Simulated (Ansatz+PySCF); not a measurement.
The numbers below are computed, except where a source is named.
Input for PySCF 2.14.0:

```python
from pyscf import gto, scf, cc

mol = gto.M(atom="""
Ag 0.000000 0.000000 -0.036490
H 0.000000 0.000000 1.714890
""", basis='def2-svp', ecp={'Ag': 'def2-svp'}, charge=0, spin=0)
mf = scf.UHF(mol)
mf.kernel()
mycc = cc.CCSD(mf, frozen=None).run()
et = mycc.ccsd_t()
print(mf.e_tot, mycc.e_corr, et, mycc.e_tot + et)
```

The script is written out from the run's settings. The basis set brings a core potential for Ag, so the total leaves out those core electrons.

Results

```
Converged               : yes
Reference energy        : -146.62526 hartree
CCSD correlation energy : -0.34108 hartree
Triples correction      : -0.01019 hartree
Total energy            : -146.97653 hartree
```
